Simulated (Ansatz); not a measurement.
`[OH][Ge]([SiH3])([Cl])[Cl]` → `[OH][GeH]([Cl])[Cl]` + `[SiH2]` at 600 K and 1 bar (silylene loss).

Computed with Ansatz on PBE0-D4/def2-TZVP structures; ΔE is electronic, products minus reactants. CCSD(T)/CBS adds triple-zeta CCSD(T) − MP2 to the extrapolated MP2 energy (def2 sets, frozen cores). This one scheme is used for every species. For Ge outer-core shells are correlated without core-valence functions, which leaves a few kJ/mol of doubt a bond. Scalar relativity is left out up to krypton. One conformer a species, not always the lowest.

```csv
species,CCSD(T)/CBS energy (Eh),H − E (kJ/mol),S (J/(mol·K))
`[OH][Ge]([SiH3])([Cl])[Cl]`,-3362.44616,180.2,504.6
`[OH][GeH]([Cl])[Cl]`,-3072.15640,113.3,405.6
`[SiH2]`,-290.19011,52.1,233.9
```

H − E and S are ideal-gas, rigid-rotor, harmonic terms from PBE0-D4/def2-TZVP, for one conformer and one mirror image of each species. 1 Eh = 2625.50 kJ/mol, R = 8.31446 J/(mol·K).

Q: By hand: ΔE, ΔH, ΔS and ΔG.

A: ΔE = (-3072.15640) + (-290.19011) − (-3362.44616) = 0.09965 Eh = 261.6 kJ/mol. Δ(H − E) = 113.3 + 52.1 − 180.2 = -14.8, so ΔH = 246.8 kJ/mol. ΔS = 405.6 + 233.9 − 504.6 = 134.9 J/(mol·K). ΔG = 246.8 − 600 × (134.9)/1000 = 165.9 kJ/mol.

Q: By hand: the equilibrium constant, and the temperature at which ΔG would vanish if ΔH and ΔS stayed fixed.

A: log₁₀ K = −ΔG/(RT ln 10) = -14.4. ΔG = 0 at ΔH/ΔS = 1830 K.

The number of gas molecules changes by +1, which sets the sign of ΔS. A doubt of 5 kJ/mol in ΔE shifts log₁₀ K by 0.4 here. Other conformers and mirror images would add mixing entropy, several J/(mol·K) or more a flexible species. These are equilibria of isolated gas molecules and say nothing of rates. Largest T1 diagnostic: 0.014 (customary marks: 0.02 for closed shells, 0.045 for open ones).
